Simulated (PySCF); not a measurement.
Bonding in `C=C1CC[C@@H](C)[C@H]1CN`

Species: C₈H₁₅N.
Atom-mapped SMILES: `[CH2:1]=[C:2]1[CH2:3][CH2:4][C@@H:5]([CH3:6])[C@H:7]1[CH2:8][NH2:9]` (hydrogens: H10, H11 on C1; H12, H13 on C3; H14, H15 on C4; H16 on C5; H17, H18, H19 on C6; H20 on C7; H21, H22 on C8; H23, H24 on N9)

Structure used (GFN2-xTB), in Å, numbered top down from 1:
```
atom  x, y, z in Å
C1     0.305    2.478   -0.635
C2    -0.203    1.397   -0.073
C3    -1.666    1.202    0.237
C4    -1.736   -0.133    0.982
C5    -0.532   -0.923    0.459
C6    -0.834   -1.576   -0.885
C7     0.553    0.166    0.366
C8     1.755   -0.189   -0.509
N9     2.299   -1.481   -0.113
H10   -0.317    3.315   -0.906
H11    1.355    2.581   -0.848
H12   -2.065    2.029    0.825
H13   -2.237    1.157   -0.693
H14   -2.677   -0.654    0.812
H15   -1.628    0.035    2.055
H16   -0.234   -1.705    1.160
H17    0.014   -2.174   -1.205
H18   -1.700   -2.229   -0.793
H19   -1.044   -0.827   -1.644
H20    0.923    0.350    1.385
H21    2.496    0.625   -0.437
H22    1.444   -0.263   -1.554
H23    3.092   -1.722   -0.698
H24    2.626   -1.440    0.847
```

Bond orders from the PBE0/pcSseg-1 density (PySCF). Isolated species at its GFN2-xTB geometry (one conformer only).

Task: Where do the orders between heavy atoms depart from those drawn in the SMILES?

Result: The largest departure is 0.042, at C7–C2 (drawn single, 0.958) and C7–C8 (drawn single, 1.039).

Task: Set the Mayer orders of the bonds between heavy atoms beside their lengths.

Result: 
| bond | drawn as | length (Å) | Mayer order |
| --- | --- | --- | --- |
| C1–C2 | double | 1.321 | 2.035 |
| C2–C3 | single | 1.508 | 1.024 |
| C3–C4 | single | 1.530 | 1.032 |
| C4–C5 | single | 1.532 | 1.022 |
| C5–C6 | single | 1.525 | 1.017 |
| C5–C7 | single | 1.541 | 0.977 |
| C7–C8 | single | 1.529 | 1.039 |
| C8–N9 | single | 1.456 | 1.027 |
| C7–C2 | single | 1.510 | 0.958 |

Bonds between the same two heavy elements. C–C: lowest C7–C2 (0.958, 1.510 Å), highest C1–C2 (2.035, 1.321 Å); in 5 of the 28 pairs the longer bond (by over 0.003 Å) has the higher order (by 0.02 or more).

Task: And the bonds to hydrogen?

Result: C–H: 0.92 to 0.96 (13 bonds); H–N: 0.95 (2 bonds).

Task: Sum the orders of all bonds at each heavy atom with more than one neighbour and set the sums beside the valence in the SMILES.

Result: C1 3.913 (drawn 4), C2 4.017 (drawn 4), C3 3.933 (drawn 4), C4 3.961 (drawn 4), C5 3.966 (drawn 4), C6 3.893 (drawn 4), C7 3.893 (drawn 4), C8 3.945 (drawn 4), N9 2.930 (drawn 3). Orders between atoms that aren't bonded are not in these sums.

The Mayer order sums products of elements of PS (density times overlap matrix) between the two atoms' basis functions, so it depends on the basis set.
